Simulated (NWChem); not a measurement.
System: C2H6OSi2; SMILES O[Si@@H]1C=C[SiH2]1

```xyz
11

O     -0.3456     2.2684    -0.4988
Si     0.0188     0.8860     0.3963
C      1.5193    -0.1783    -0.0677
C      1.0065    -1.4401    -0.1914
Si    -0.8818    -1.2589    -0.0248
H     -0.4791     2.1094    -1.4498
H      0.0570     1.3976     1.8080
H      2.5980     0.0513    -0.1655
H      1.6352    -2.3363    -0.3572
H     -1.6101    -1.4803    -1.3290
H     -1.5545    -2.1162     1.0194
```
Atoms are numbered in this order, from 1.

Results from NWChem. Geometry: optimised at PBE-D3(BJ)/def2-SVP. Level: M05-2X/def2-SVP with SMD (1 M gas to 1 M solution), gas-phase geometry. Reactions with the solvent are ignored.

Q: Among these, which solvent gives the lowest value of “solvation free energy (kcal/mol)”?
(A) dichloromethane
(B) water
(C) toluene
(D) ethyl acetate

A: A, dichloromethane. Values: dichloromethane -4.0; ethyl acetate -3.2; toluene -2.7; water -2.1
